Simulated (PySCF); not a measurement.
## input.py for ZnCd

The script input.py:

```python
from pyscf import gto, scf

mol = gto.M(
    atom='Zn 0 0 0; Cd 0 0 2.59',
    basis='3-21g',
    charge=0,
    spin=0,
    verbose=4,
)
mf = scf.RHF(mol)
mf.kernel()
mf.analyze()
print('orbital energies (hartree):', mf.mo_energy[..., max(0, mol.nelec[1]-3):mol.nelec[0]+3].round(4))
```

```bash
$ OMP_NUM_THREADS=1 python input.py
```

Output (some set-up lines and the per-cycle HOMO/LUMO lines with their warnings removed):

```
PySCF version 2.14.0

[INPUT] verbose = 4
[INPUT] num. atoms = 2
[INPUT] num. electrons = 78
[INPUT] charge = 0
[INPUT] spin (= nelec alpha-beta = 2S) = 0
[INPUT] symmetry False subgroup None
[INPUT] Mole.unit = angstrom
[INPUT] Symbol           X                Y                Z      unit          X                Y                Z       unit  Magmom
[INPUT]  1 Zn     0.000000000000   0.000000000000   0.000000000000 AA    0.000000000000   0.000000000000   0.000000000000 Bohr   0.0
[INPUT]  2 Cd     0.000000000000   0.000000000000   2.590000000000 AA    0.000000000000   0.000000000000   4.894390662624 Bohr   0.0

nuclear repulsion = 294.214356650502
number of shells = 25
number of NR pGTOs = 135
number of NR cGTOs = 63
basis = 3-21g
ecp = {}

******** <class 'pyscf.scf.hf.RHF'> ********
method = RHF
initial guess = minao
damping factor = 0
level_shift factor = 0
DIIS = <class 'pyscf.scf.diis.CDIIS'>
diis_start_cycle = 1
diis_space = 8
diis_damp = 0
SCF conv_tol = 1e-09
SCF conv_tol_grad = None
SCF max_cycles = 50
direct_scf = True
direct_scf_tol = 1e-13
Set gradient conv threshold to 3.16228e-05
Initial guess from minao.
init E= -7196.67122816578
cycle= 1 E= -7208.73877094315  delta_E= -12.1  |g|= 0.455  |ddm|= 1.45
cycle= 2 E= -7208.75689098966  delta_E= -0.0181  |g|= 0.253  |ddm|= 0.913
cycle= 3 E= -7208.76247262807  delta_E= -0.00558  |g|= 0.0137  |ddm|= 0.123
cycle= 4 E= -7208.76267607076  delta_E= -0.000203  |g|= 0.00583  |ddm|= 0.0723
cycle= 5 E= -7208.76271233211  delta_E= -3.63e-05  |g|= 0.00166  |ddm|= 0.0385
cycle= 6 E= -7208.76271520817  delta_E= -2.88e-06  |g|= 0.000311  |ddm|= 0.0204
cycle= 7 E= -7208.76271532495  delta_E= -1.17e-07  |g|= 4.09e-05  |ddm|= 0.00706
cycle= 8 E= -7208.76271532673  delta_E= -1.78e-09  |g|= 8.2e-06  |ddm|= 0.000571
cycle= 9 E= -7208.76271532681  delta_E= -8.09e-11  |g|= 1.37e-06  |ddm|= 6.31e-05
Extra cycle  E= -7208.7627153268  delta_E= 1.18e-11  |g|= 5.74e-07  |ddm|= 8.81e-06
converged SCF energy = -7208.7627153268
**** SCF Summaries ****
Total Energy =                       -7208.762715326798570
Nuclear Repulsion Energy =             294.214356650501941
One-electron Energy =               -10583.060037669945814
Two-electron Energy =                 3080.082965692644848
Two-electron Coulomb Energy =         3298.323881262929717
DFT Exchange-Correlation Energy =     -218.240915570284869
**** MO energy ****
[28 lines left out]
MO #29  energy= -0.779840899876797 occ= 2
MO #30  energy= -0.779840899876786 occ= 2
MO #31  energy= -0.777658930170696 occ= 2
MO #32  energy= -0.777658930170657 occ= 2
MO #33  energy= -0.635817668800807 occ= 2
MO #34  energy= -0.635817668800804 occ= 2
MO #35  energy= -0.634591693290163 occ= 2
MO #36  energy= -0.634591693290147 occ= 2
MO #37  energy= -0.632691264378326 occ= 2
MO #38  energy= -0.357590715012878 occ= 2
MO #39  energy= -0.206657984279928 occ= 2
MO #40  energy= 0.0190938492723103 occ= 0
MO #41  energy= 0.0190938492723147 occ= 0
MO #42  energy= 0.0352593980509663 occ= 0
[21 lines left out]
 ** Mulliken pop on meta-lowdin orthogonal AOs  **
 ** Mulliken pop  **
pop of  0 Zn 1s           2.00000
pop of  0 Zn 2s           1.99999
pop of  0 Zn 3s           1.99985
pop of  0 Zn 4s           1.93374
pop of  0 Zn 5s           0.03347
pop of  0 Zn 2px          2.00000
pop of  0 Zn 2py          2.00000
pop of  0 Zn 2pz          1.99999
pop of  0 Zn 3px          1.99992
pop of  0 Zn 3py          1.99992
pop of  0 Zn 3pz          1.99985
pop of  0 Zn 4px          0.00093
[51 lines left out]
 ** Mulliken atomic charges  **
charge of    0Zn =      0.01191
charge of    1Cd =     -0.01191
Dipole moment(X, Y, Z, Debye):  0.00000, -0.00000, -0.23888
orbital energies (hartree): [-0.6327 -0.3576 -0.2067  0.0191  0.0191  0.0353]
```

In short: E(SCF) = -7208.762715 Eh, 9 cycles, μz(SCF) = -0.24 D.

It ran on Arm Neoverse V1 (1 thread, shared host) in 1.3 s, peak memory 0.13 GiB.

No relativity is included for the heavy element. The basis is very small, so the numbers show the basis as much as the system. Stability towards an unrestricted solution was not tested. The bond length is a typed value, not an optimised one.
